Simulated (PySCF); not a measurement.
Simulation results for AlBGeH3O, BGeH3O2, BClGeHO, BGeH3OSi

Calculation on a computer-drawn molecule: the log of a Hartree-Fock and frozen-core CCSD(T) single point meant for a local Hartree-Fock minimum, with one planted fault or none, to be diagnosed. Offsets are logged minus clean, where the clean run is the same molecule without the fault. The reference is restricted for singlets and unrestricted otherwise, and also for a bond in bohr or an excited solution. Adding or removing an electron swaps singlet and doublet. The excited solution moves the top pair (singlet) or top alpha electron (doublet) to the lowest empty orbital. Highest occupied and lowest empty are orbital energies over both spins, largest force is the largest gradient component, triples share is (T) over the correlation energy, the T1 limit is 0.02 restricted and 0.045 unrestricted, electrons count all cores, a negative frequency is imaginary (commonest isotopes), and the dipole is about the centre of nuclear charge; on germanium a core potential holds 10 electrons, which the energies leave out, and 3d is frozen in MP2 and coupled-cluster steps. Program: PySCF 2.14.0.

Common to all runs: meant basis and core potential on germanium cc-pVDZ-PP ECP10MDF; logged SCF converged yes; possible faults no fault, one electron removed, one electron added, multiplicity raised by two, geometry at a saddle point, SCF held on an excited solution, minimal basis STO-3G, one bond length entered in bohr, all coordinates scaled.

```yaml
- entry: 1
  formula: AlBGeH3O
  logged_structure:
    atoms_angstrom:
      - [O, -2.8348, -1.5949, 0.8426]
      - [B, -2.2771, -1.0548, -0.0447]
      - [Ge, -1.1129, -0.1287, -1.4511]
      - [Al, 1.1642, -0.0485, -0.3176]
      - [H, -0.9044, -0.9562, -2.7045]
      - [H, -1.4893, 1.3204, -1.6914]
      - [H, 2.5582, 0.006, 0.3661]
  given:
    meant_charge: 1
    meant_multiplicity: 1
    meant_basis: "cc-pV(D+d)Z"
    logged_electrons: 59
    logged_basis_functions: 89
    logged_spin_squared: 0.8102
    "logged_highest_occupied [eV]": -21.726
    "logged_lowest_empty [eV]": -14.622
    "logged_largest_force [hartree/bohr]": 0.072699
    logged_T1_diagnostic: 0.035533
    logged_D1_diagnostic: 0.15731
    logged_triples_share: 0.037611
    logged_CC_converged: "yes"
    "logged_dipole_magnitude [debye]": 12.948
    logged_SCF_stable_within_its_kind: "yes"
    "logged_energy_HF [hartree]": -635.80429
    "logged_energy_CCSD(T) [hartree]": -636.23238
    drawn_bonds_atom: [1, 2, 3, 3, 3, 4]
    drawn_bonds_other_atom: [2, 3, 4, 5, 6, 7]
    drawn_bonds_order: [2, 1, 1, 1, 1, 1]
  results:
    planted_fault: "one electron removed"
    "HF_energy_offset_from_clean_run [kcal/mol]": 356.6
    "CCSD(T)_energy_offset_from_clean_run [kcal/mol]": 365.9
- entry: 2
  formula: BGeH3O2
  logged_structure:
    atoms_angstrom:
      - [O, 1.0366, 2.8093, 0.3949]
      - [B, 1.4161, 0.6042, 0.2732]
      - [Ge, 1.7521, -1.4406, 0.1843]
      - [O, 0.8804, -2.1074, -1.2098]
      - [H, 1.2639, -2.0705, 1.4859]
      - [H, 3.2199, -1.7164, -0.0855]
      - [H, -0.0636, -2.0445, -1.1799]
  given:
    meant_charge: 0
    meant_multiplicity: 1
    meant_basis: cc-pVDZ
    logged_electrons: 56
    logged_basis_functions: 80
    logged_spin_squared: 1.5194
    "logged_highest_occupied [eV]": -9.4334
    "logged_lowest_empty [eV]": 1.0597
    "logged_largest_force [hartree/bohr]": 0.029387
    logged_T1_diagnostic: 0.099624
    logged_D1_diagnostic: 0.3568
    logged_triples_share: 0.068303
    logged_CC_converged: "yes"
    "logged_dipole_magnitude [debye]": 1.908
    logged_SCF_stable_within_its_kind: "yes"
    "logged_energy_HF [hartree]": -469.3117
    "logged_energy_CCSD(T) [hartree]": -469.88712
    drawn_bonds_atom: [1, 2, 3, 3, 3, 4]
    drawn_bonds_other_atom: [2, 3, 4, 5, 6, 7]
    drawn_bonds_order: [2, 1, 1, 1, 1, 1]
  results:
    planted_fault: "one bond length entered in bohr, row 1 of the drawn bonds"
    "HF_energy_offset_from_clean_run [kcal/mol]": 185.4
    "CCSD(T)_energy_offset_from_clean_run [kcal/mol]": 190.6
  notes: ["T1 above single-reference limit"]
- entry: 3
  formula: BClGeHO
  logged_structure:
    atoms_angstrom:
      - [O, -0.0834, -1.5251, 1.6615]
      - [B, -0.2976, -0.8658, 0.7008]
      - [Ge, -0.6922, 0.1732, -1.0362]
      - [Cl, -2.0908, 1.7542, -0.5559]
      - [H, 0.5604, 0.8116, -1.63]
  given:
    meant_charge: 0
    meant_multiplicity: 2
    meant_basis: "cc-pV(D+d)Z"
    logged_electrons: 63
    logged_basis_functions: 79
    logged_spin_squared: 3.7669
    "logged_highest_occupied [eV]": -5.521
    "logged_lowest_empty [eV]": -3.316
    "logged_largest_force [hartree/bohr]": 0.11395
    logged_T1_diagnostic: 0.041381
    logged_D1_diagnostic: 0.23699
    logged_triples_share: 0.034947
    logged_CC_converged: "yes"
    "logged_dipole_magnitude [debye]": 6.2202
    logged_SCF_stable_within_its_kind: "yes"
    "logged_energy_HF [hartree]": -852.86084
    "logged_energy_CCSD(T) [hartree]": -853.36871
    drawn_bonds_atom: [1, 2, 3, 3]
    drawn_bonds_other_atom: [2, 3, 4, 5]
    drawn_bonds_order: [2, 1, 1, 1]
  results:
    planted_fault: "multiplicity raised by two"
    "HF_energy_offset_from_clean_run [kcal/mol]": 139.8
    "CCSD(T)_energy_offset_from_clean_run [kcal/mol]": 142.5
- entry: 4
  formula: BGeH3OSi
  logged_structure:
    atoms_angstrom:
      - [O, 1.2891, -3.1152, -2.9]
      - [Si, 1.8317, -2.0521, -1.9865]
      - [B, 0.8749, -0.344, -1.5136]
      - [Ge, -0.7191, -0.1241, -0.194]
      - [H, 3.1392, -2.1817, -1.2975]
      - [H, 1.2535, 0.6613, -2.058]
      - [H, 0.3312, 0.0932, 0.9784]
  given:
    meant_charge: 0
    meant_multiplicity: 1
    meant_basis: "cc-pV(D+d)Z"
    logged_electrons: 62
    logged_basis_functions: 89
    logged_spin_squared: 0.0
    "logged_highest_occupied [eV]": -6.1986
    "logged_lowest_empty [eV]": -2.9289
    "logged_largest_force [hartree/bohr]": 0.05394
    logged_CC_converged: "no"
    "logged_dipole_magnitude [debye]": 3.4407
    logged_SCF_stable_within_its_kind: "no"
    "logged_energy_HF [hartree]": -683.31738
    drawn_bonds_atom: [1, 2, 3, 2, 3, 4]
    drawn_bonds_other_atom: [2, 3, 4, 5, 6, 7]
    drawn_bonds_order: [2, 1, 1, 1, 1, 1]
  results:
    planted_fault: "SCF held on an excited solution"
    "HF_energy_offset_from_clean_run [kcal/mol]": 137.6
  notes: ["CCSD not converged"]
```
